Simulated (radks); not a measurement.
Results of a calculation; reference values are marked as such.
Task: Ionisation of the carbon ion C2+, [He] 2s2, to [He] 2s1 as the strength of local exchange is varied. Code: a radial shooting solver on a logarithmic mesh with Libxc functionals. Model: non-relativistic Kohn-Sham, Slater X-alpha exchange (alpha = 2/3 is LDA exchange), no correlation, spin-polarised, spherical densities, point nucleus.

| alpha | E(C2+) (hartree) | exchange (hartree) | IE (eV) | -e of the level emptied (eV) | <r> of it (bohr) |
|---|---|---|---|---|---|
| 0.608 | -35.52880 | -3.37763 | 44.235 | 37.772 (2s) | 1.388 |
| 0.667 | -35.85746 | -3.72577 | 45.027 | 38.707 (2s) | 1.375 |
| 0.771 | -36.44119 | -4.34822 | 46.440 | 40.382 (2s) | 1.354 |
| 0.782 | -36.50326 | -4.41471 | 46.591 | 40.561 (2s) | 1.352 |
| 1.019 | -37.85576 | -5.87766 | 49.907 | 44.519 (2s) | 1.306 |
| ? | -35.61219 | -3.46580 | 44.436 | 38.009 (2s) | 1.384 |

Which alpha was used in the last row?

Result: alpha = 0.623. NIST Atomic Spectra Database: 47.888 eV (measured). The Delta-SCF value meets it near alpha = 0.87.
